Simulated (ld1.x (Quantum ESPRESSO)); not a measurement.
## Transferability test, TM potential for scandium (Sc)

ld1.x (Quantum ESPRESSO) 7.5 input, shortened:

```
&input
   title='Sc', zed=21., rel=1, dft='PZ', iswitch=3,
   config='[Ar] 3d1 4s2 4p0'
 /
 &inputp
   pseudotype=2, tm=.true., lloc=1,
   nlcc=.true., rcore=0.90
 /
3
3S  1  0   2.00   0.00  1.60  1.60  0.0
3D  3  2   1.00   0.00  2.35  2.35  0.0
3P  2  1   6.00   0.00  1.25  1.25  0.0
 &test
   configts(1)='3s2 3p6 3d1 4s2 4p0'
 /
```

Occupied shells without a wave of their own: 4s. They enter only through the test configuration that unscreens the potential, and ld1.x also counts them in the model core charge.

Energies are relative to the spin-unpolarised reference configuration 3s2 3p6 3d1 4s2 4p0; without spin polarisation the order of configurations can differ from experiment. Spin-polarised rows fill each open shell by Hund’s rule, majority spin first.

ld1.x takes every shell without a wave as core, so the model core holds the 4s electrons as well and exchange and correlation see them twice. This cancels in the reference configuration, but the file is broken for other ones, and its errors say nothing about a proper core correction.

```
               valence configuration  charge  ΔE all-electron (eV)  error AE − PS (meV)
                 3s2 3p6 3d1 4s1 4p0      +1                 7.067                 -385
                 3s2 3p6 3d1 4s0 4p0      +2                20.028                -1414
                 3s2 3p6 3d0 4s0 4p0      +3                45.118                -1975
                 3s2 3p6 3d2 4s0 4p0      +1                 7.720                 -654
                 3s2 3p5 3d1 4s2 4p0      +1                40.144                  -35
             3s2 3p6 3d1.5 4s1.5 4p0       0                 0.649                  -71
                 3s2 3p6 3d0 4s2 4p1       0                 3.619                 +123
3s2 3p6 3d1 4s2 4p0 (spin-polarised)       0                -0.151                 +6.2
3s2 3p6 3d1 4s1 4p0 (spin-polarised)      +1                 6.520                 -504
```

Levels in the configuration 3s2 3p6 3d1 4s2 4p0 (spin-polarised):

```json
{"level": "3s up", "all-electron (eV)": "-54.990", "pseudo (eV)": "-54.973"}
{"level": "3p up", "all-electron (eV)": "-33.844", "pseudo (eV)": "-33.847"}
{"level": "3d up", "all-electron (eV)": "-3.676", "pseudo (eV)": "-3.682"}
{"level": "4s up", "all-electron (eV)": "-4.410", "pseudo (eV)": "-4.564"}
{"level": "3s down", "all-electron (eV)": "-54.282", "pseudo (eV)": "-54.273"}
{"level": "3p down", "all-electron (eV)": "-33.142", "pseudo (eV)": "-33.114"}
{"level": "4s down", "all-electron (eV)": "-4.155", "pseudo (eV)": "-4.355"}
```

These tests converged, but a pseudo level misses the all-electron one widely, so the file describes the atom poorly there or has found another state: 3s2 3p6 3d0 4s0 4p0: empty 4p by 2.1 eV.
